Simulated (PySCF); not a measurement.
C₄H₃FN₂.
Numbering: `[F:1][c:2]1[cH:3][n:4][cH:5][cH:6][n:7]1` (hydrogens: H8 on C3; H9 on C5; H10 on C6)

Cartesian coordinates in Å at the PBE0-D3(BJ)/def2-SVP level; atoms count from 1:
```xyz
10
C4H3FN2 angstrom
F     -1.8605   -1.5689    0.4342
C     -0.7658   -0.8496    0.2681
C     -0.8789    0.5396    0.1331
N      0.2045    1.2805   -0.0326
C      1.3791    0.6505   -0.0640
C      1.4639   -0.7331    0.0711
N      0.3756   -1.4845    0.2388
H     -1.8591    1.0263    0.1629
H      2.2776    1.2603   -0.1998
H      2.4298   -1.2483    0.0439
```

Linear response at wB97X-D/def2-SVPD (PySCF, frozen core in the response, non-relativistic).

Static isotropic polarisability: 57.76 au (8.56 Å³), principal values 35.7, 62.8, 74.8 au.

Task: What is the polarisability at 1064 nm and at the sodium D line?

Result: 58.40 au at 1064 nm (+1.1 %), 59.96 au at 589.3 nm (+3.8 %). The rise at 589.3 nm is 3.47 times that at 1064 nm; a pure ω² law gives 3.26. The lowest singlet lies at 281 nm, shorter than both wavelengths.

Task: What is the isotropic C6 coefficient between two such molecules, C6 = (3/π)∫α(iω)² dω?

Result: 1381 au (Eh·bohr⁶) by a ten-point quadrature over imaginary frequencies, which is 825 eV·Å⁶ or 79.6 J·nm⁶/mol.

Task: Which effective excitation energy ω̄ makes London's formula C6 = (3/4)α²ω̄ exact here?

Result: ω̄ = 4·C6/(3α²) = 0.552 Eh = 15.0 eV. A one-pole form α(ω) = α/(1 − ω²/ω̄²) fitted to the 1064 nm value gives 11.2 eV. London's choice of the ionisation energy (10.21 eV, ΔSCF at the same level) gives C6 = 939 au, 32 % too low.

Task: The lowest 6 singlets have (eV, f): 4.41, 0.005; 5.33, 0.000; 5.35, 0.119; 5.98, 0.000; 6.60, 0.104; 7.00, 0.000. What share of the static polarisability do they carry in the sum over states α = Σ f/ω²?

Result: 5.04 au, 8.7 % of α; the largest term, 3.07 au, is that of the state at 5.35 eV. Their oscillator strengths add up to 0.23. Higher states carry the rest.

Task: How anisotropic is the static polarisability, by Δα² = ½[(α1 − α2)² + (α2 − α3)² + (α3 − α1)²]?

Result: Δα = 34.8 au, or 0.60 of the isotropic value.

Task: What molar refraction at the D line follows from R = (4π/3)·N_A·α′, with α′ the polarisability volume?

Result: α′ = 8.88 Å³ gives R = 22.41 cm³/mol, for isolated, non-vibrating species.

Task: What does −C6/R⁶ come to at R = 10 Å between centres?

Result: -80 J/mol. This is the leading, orientation-averaged term; C8 and higher terms are left out.

Task: How many electrons N does the Slater–Kirkwood formula C6 = (3/4)·√N·α^(3/2) need to give this C6?

Result: N = (4·C6/3)²/α³ = 17.6; the species has 50 electrons in all.

Rough CPU time on one thread of a shared machine: about 50 s. This is the whole response run at wB97X-D/def2-SVPD, SCF included.

wB97X-D is run here without its empirical dispersion term; that term would change no orbital, density or response property at a fixed geometry.
